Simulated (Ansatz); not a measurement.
Isolated molecules relaxed with PBE0-D4/def2-TZVP in Ansatz; ΔE leaves out vibrations. CCSD(T)/CBS is the MP2 limit (def2-TZVPP, def2-QZVPP) plus CCSD(T) − MP2 in def2-TZVPP, frozen cores. Functionals use def2-TZVPP. For Mg outer-core shells are correlated without core-valence functions, which leaves a few kJ/mol of doubt a bond. Each species was taken in one conformer, which may not be the lowest.

Reaction (substitution at a C–O bond): `C[O][Mg][O]C` + `OCCCF` → `COCCCF` + `C[O][Mg][OH]`

Q: Is it downhill or uphill in electronic energy at CCSD(T)/CBS, and by how much? (Estimate.)

A: Computed: Downhill: ΔE = -20.5 kJ/mol.

Q: What do these levels give: ωB97X-V, B2PLYP, PBE0, SCS-MP2/def2-TZVPP, CCSD(T)/def2-TZVPP, MP2/def2-QZVPP? (An estimate is asked.)

A: Computed: ωB97X-V -20.8, B2PLYP -19.3, PBE0 -17.3, SCS-MP2/def2-TZVPP -21.0, CCSD(T)/def2-TZVPP -21.0, MP2/def2-QZVPP -22.9 kJ/mol.

Largest T1 diagnostic among the species: 0.011.

The D4 term adds −3.0 kJ/mol with B3LYP and −1.8 kJ/mol with PBE0; it sums over pairs of atoms, weighted by their polarisabilities, and B3LYP, whose exchange is more repulsive, gets the larger term. In def2-TZVPP, CCSD(T) changes the Hartree–Fock value by −6.5 kJ/mol (the triples alone add −1.3 kJ/mol) and MP2 by −8.9 kJ/mol.

B3LYP here is the variant with VWN-RPA as its local correlation; programs differ in this.
